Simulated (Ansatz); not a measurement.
The cluster YO2H. Charge 0, multiplicity 1. Geometry PBE-D4/def2-TZVP; atoms count from 1.

```xyz
4

Y     0.095    0.140    0.197
O    -0.865    1.326    1.370
O     1.743   -0.624   -0.272
H    -0.974   -0.842   -1.295
```

In the def2 sets Y takes a core potential; there is no spin–orbit coupling. The restricted singlet is unstable towards broken spin symmetry in Hartree–Fock (as tested in another run); at PBE0-D4/def2-TZVP this wasn't settled. No other spin state of charge 0 was run. Another isomer (singlet) lies 2.48 eV lower at PBE0-D4/def2-TZVP; other spin states weren't run for this one.

Estimate the Mulliken populations from the PBE0/def2-TZVP orbitals of Ansatz.


| atom | charge (e) | d electrons |
| --- | --- | --- |
| Y1 | 1.13 | 1.32 |
| O2 | -0.50 | – |
| O3 | -0.46 | – |
| H4 | -0.16 | – |
Mulliken values and Mayer orders depend strongly on the basis.

And the Mayer bond orders between bonded heavy atoms (over 0.3)?

Y1–O2 1.23 (1.92 Å); Y1–O3 1.36 (1.88 Å). Values over 0.3 also appear between atoms too far apart for a bond (O2–O3 0.45 at 3.65 Å); they arise where an orbital or an unpaired electron spreads over both atoms.
